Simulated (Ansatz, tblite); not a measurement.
Dissociation curve of C₂H₁₀Al₂O₆, singlet. The Al1–O19 bond (Al1 also carries Al, O, O, O; O19 carries H) is varied alone, starting from the PBE0/def2-SVP optimised geometry.

- GFN2-xTB, 300 K electronic temperature (tblite)
- UKS-PBE0 = unrestricted PBE0/def2-SVP run with Ansatz (a first-principles code)

Energies relative to the lowest point of each curve near equilibrium, in eV; the last columns give the difference from UKS-PBE0:

```tsv
R / Å	GFN2-xTB	UKS-PBE0	GFN2-xTB − UKS-PBE0
1.41	1.617	2.205	-0.588
1.50	0.543	0.912	-0.369
1.61	0.051	0.172	-0.120
1.67	0.000	0.026	-0.026
1.71	0.019	0.000	0.019
1.75	0.070	0.020	0.050
1.81	0.190	0.117	0.073
1.93	0.531	0.478	0.053
2.06	0.982	1.009	-0.027
2.26	1.731	1.917	-0.187
2.50	2.612	2.965	-0.353
2.83	3.677	4.179	-0.502
3.19	4.572	4.986	-0.414
3.62	5.287	5.445	-0.158
4.16	5.787	5.691	0.095
4.97	6.110	5.809	0.300
```

GFN2-xTB is furthest from UKS-PBE0 at 1.41 (-0.588 eV, below); its mean absolute difference over the points is 0.208 eV.

The unrestricted determinant behind UKS-PBE0 is spin-contaminated at 2.83 to 4.97 Å (<S²> up to 1.0, against 0.00 for a pure singlet).
